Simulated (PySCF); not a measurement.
SMILES C#C[SiH2][SiH2][Si](C)(C)C (GFN2-xTB optimised geometry):

```
22

C     -0.074    -2.900     0.135
C      0.747    -2.058    -0.114
Si     1.979    -0.723    -0.486
Si     0.997     1.324     0.000
Si    -1.336     1.324     0.000
C     -1.980     0.406    -1.548
C     -2.088     3.084     0.000
C     -1.993     0.397     1.536
H     -0.787    -3.645     0.350
H      2.329    -0.912    -1.903
H      3.174    -1.078     0.293
H      1.526     1.798     1.293
H      1.532     2.320    -0.950
H     -3.065     0.359    -1.569
H     -1.607    -0.614    -1.573
H     -1.658     0.896    -2.462
H     -1.771     3.644    -0.876
H     -1.771     3.645     0.875
H     -3.174     3.064    -0.001
H     -3.078     0.341     1.544
H     -1.611    -0.619     1.560
H     -1.684     0.885     2.456
```

Calculation: PBE/def2-SVP in PySCF 2.14.0.

Question: What are the frontier orbital energies and the dipole moment?

Answer: HOMO-2 -6.85 eV, HOMO-1 -6.77 eV, HOMO -6.50 eV, LUMO -1.05 eV, LUMO+1 -0.88 eV; dipole moment 1.34 D.

Meta-Löwdin charges at PBE/def2-SVP: C1 -0.16, C2 -0.25, Si3 0.35, Si4 0.05, Si5 0.66, C6 -0.54, C7 -0.53, C8 -0.54, H9 0.16, H10 -0.07, H11 -0.06, H12 -0.06, H13 -0.06, H14 0.11, H15 0.12, H16 0.11, H17 0.12, H18 0.11, H19 0.12, H20 0.11, H21 0.12, H22 0.11.
